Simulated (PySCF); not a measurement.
Core binding energy against partial charge

Compound: C4H10B2.
SMILES with atom numbers: `[BH2:1][C@@H:2]1[BH:3][CH2:4][CH2:5][CH2:6]1`

Cartesian coordinates in Å at the PBE0-D3(BJ)/def2-SVP level; atoms count from 1:
```xyz
16
C4H10B2 angstrom
B      2.242    0.200    0.498
C      0.933    0.088   -0.288
B     -0.025    1.242    0.224
C     -1.468    0.640    0.310
C     -1.397   -0.664   -0.493
C      0.041   -1.159   -0.315
H      3.035    1.081    0.253
H      2.465   -0.545    1.430
H      1.046    0.555   -1.299
H      0.305    2.377    0.476
H     -1.567    0.411    1.395
H     -2.310    1.307    0.071
H     -2.146   -1.414   -0.194
H     -1.585   -0.443   -1.559
H      0.143   -1.681    0.652
H      0.342   -1.882   -1.090
```

Binding energies: delta-SCF UKS SCAN, pcX-2 on the ionised atom, pcseg-1 elsewhere, spin-free X2C in PySCF 2.14.0. Charges: PBE0/pcSseg-1 ground-state density, for the ionised atom.

```tsv
atom	environment	C 1s (eV)	Mulliken (e)	IAO (e)	Hirshfeld (e)	ESP (e)
C2	sp3 carbon bound to boron	289.78	-0.645	-0.378	-0.154	-0.049
C4	sp3 carbon bound to boron	290.11	-0.469	-0.403	-0.138	-0.355
C6	ring CH2 carbon	290.44	-0.155	-0.242	-0.066	-0.147
C5	ring CH2 carbon	290.48	-0.213	-0.248	-0.068	+0.087
```

Problem. Give the correlation coefficient and slope of binding energy on charge for each scheme.

Solution. Mulliken: r = 0.98, slope 1.4 eV per e; Hirshfeld: r = 0.96, slope 6.8 eV per e; IAO: r = 0.85, slope 3.3 eV per e; ESP: r = 0.24, slope 0.4 eV per e. On 4 points no scheme stands out.

Problem. The point-charge model writes a binding energy as kq + V + constant, with V the potential of the other atoms' charges at the site. What does it give with the Hirshfeld charges?

Solution. V = Σ 14.40 eV Å × q/r over all other atoms: +1.97 eV at C2, +1.84 eV at C4, +0.33 eV at C6, +0.43 eV at C5. Fitting binding energy − V to q gives k = 25.8 eV per e and leaves an rms residual of 0.01 eV, against 0.08 eV for the fit on q alone. The model has no term for differences in relaxation between sites.

One conformer (not necessarily the lowest) at the PBE0-D3(BJ)/def2-SVP geometry, without solvent, vibrations or thermal averaging.
